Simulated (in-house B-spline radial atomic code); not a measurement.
Configurations of Ho+, with energies counted from [Xe] 4f11 6s1. All numbers are computed (scalar-relativistic (X2C) Hartree-Fock, spin-polarised, averaged over the determinants with the given up and down occupations; Fermi nucleus of rms radius 5.2022 fm) with an all-electron radial atomic-structure program (B-spline basis), not measured. Shells without spins written out take the highest spin.

Occupations are held fixed; configurations that lie above the ionisation limit could autoionise.

```json
{"configuration": "[Xe] 4f10 6s1 6p1", "E - E(ref) (eV)": "0.74881", "highest orbital": "6p up", "its <r> (bohr)": "4.304"}
{"configuration": "[Xe] 4f11 6f1", "E - E(ref) (eV)": "8.7521", "highest orbital": "6f up", "its <r> (bohr)": "15.72"}
{"configuration": "[Kr] 4d10 4f11 5s2 5p5 6s1 6d1", "E - E(ref) (eV)": "31.499", "highest orbital": "6d up", "its <r> (bohr)": "7.416"}
{"configuration": "[Kr] 4d(4 up, 5 down) 4f(5 up, 7 down) 5s2 5p6 6s(1 up, 0 down)", "E - E(ref) (eV)": "165.35", "highest orbital": "6s up", "its <r> (bohr)": "3.899"}
{"configuration": "[Kr] 4d9 4f11 5s2 5p6 6s1 7s1", "E - E(ref) (eV)": "170.05", "highest orbital": "7s up", "its <r> (bohr)": "7.563"}
{"configuration": "[Kr] 4d9 4f11 5s2 5p6 6s1 6f1", "E - E(ref) (eV)": "173.43", "highest orbital": "6f up", "its <r> (bohr)": "15.16"}
```

Order these further configurations by energy, lowest first.
A. [Xe] 4f(5 up, 6 down) 6s(0 up, 1 down)
B. [Kr] 4d9 4f11 5s2 5p6 6s1 7d1
C. [Xe] 4f10 6s1 7f1
D. [Kr] 4d9 4f11 5s2 5p6 5d1 6s1
E. [Xe] 4f(4 up, 7 down) 6s(1 up, 0 down)

E (0.063984 eV), A (2.5312 eV), C (8.8409 eV), D (163.71 eV), B (172.9 eV).

How far above the reference does [Xe] 4f10 6s1 6d1 lie?

5.6974 eV; its least bound orbital is 6d up with <r> = 7.384 bohr.

How far above the reference does [Kr] 4d10 4f11 5s2 5p5 6s1 7d1 lie?

33.418 eV; its least bound orbital is 7d up with <r> = 13.47 bohr.
